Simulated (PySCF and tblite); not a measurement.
The numbers below are computed, except where a source is named.
C₅H₈F₄, numbered as in [F:1][CH2:2][CH2:3][CH2:4][CH2:5][C:6]([F:7])([F:8])[F:9].

Conformers came from 150 starts (ETKDG and KDG, MMFF94s, GFN2-xTB); geometries are GFN2-xTB. Free energies are B3LYP-D3(BJ)/def2-SVP (IEF-PCM, methanol) single points with GFN2-xTB rigid-rotor and vibrational terms (modes under about 100 cm⁻¹ blended into free rotors). Symmetry numbers and mirror images are counted. Conformers within 3 kcal/mol (GFN2-xTB free energy) were kept, 8 at most. GIAO shieldings: mPW1PW91/pcSseg-1 (IEF-PCM, methanol). Shifts are against TMS (¹H), TMS (¹³C) at the same level. Run with PySCF (density fitting) and tblite.

Torsions listed: F1–C2–C3–C4, C2–C3–C4–C5, C3–C4–C5–C6. Of a mirror pair one member is shown.

```json
{"conformer": "1", "shape": "66°, -178°, -178°", "symmetry": "C1 (pair)", "E(GFN2) kcal/mol": "0.40", "E(DFT) kcal/mol": "0.00"}
{"conformer": "2", "shape": "-75°, 66°, 177°", "symmetry": "C1 (pair)", "E(GFN2) kcal/mol": "0.00", "E(DFT) kcal/mol": "0.01"}
{"conformer": "3", "shape": "64°, -173°, -68°", "symmetry": "C1 (pair)", "E(GFN2) kcal/mol": "0.34", "E(DFT) kcal/mol": "0.21"}
{"conformer": "4", "shape": "-60°, -67°, -171°", "symmetry": "C1 (pair)", "E(GFN2) kcal/mol": "1.00", "E(DFT) kcal/mol": "0.32"}
{"conformer": "5", "shape": "63°, 172°, 67°", "symmetry": "C1 (pair)", "E(GFN2) kcal/mol": "0.98", "E(DFT) kcal/mol": "0.45"}
```

Not shown: 3 more, 16.9 % in all.

(1) How much do the weights at 298.15 K and the averaged shift of C4 depend on how the conformers are weighted?

For its torsions the set is small; conformers may be missing.

Results:

(1) 
```
                                                              weighting  1 (%)  2 (%)  3 (%)  4 (%)  5 (%)  δ (ppm)  rms dipole (D)
DFT energy with thermal terms, symmetry and mirror images (full scheme)     28     19     13     13      9     24.2            3.09
                             DFT energy with symmetry and mirror images     22     22     16     13     10     24.6            3.13
                                                        bare DFT energy     21     21     15     12     10     24.4            3.05
                        GFN2-xTB energy with symmetry and mirror images     17     33     19      6      6     25.0            3.03
                                                   GFN2-xTB free energy     22     29     16      6      6     24.7            2.97
                                                leading conformer alone    100      0      0      0      0     24.6            3.57
                                                          equal weights     12     12     12     12     12     24.0            2.86
                         full scheme, search stopped after three starts     78      0      0      0      0     23.9            3.15
```

The largest departure from the full scheme, 0.8 ppm, comes with: GFN2-xTB energy with symmetry and mirror images.


Conformer gaps in def2-SVP on xTB geometries can be 2 kcal/mol too large for S=O, P=O and other polar bonds.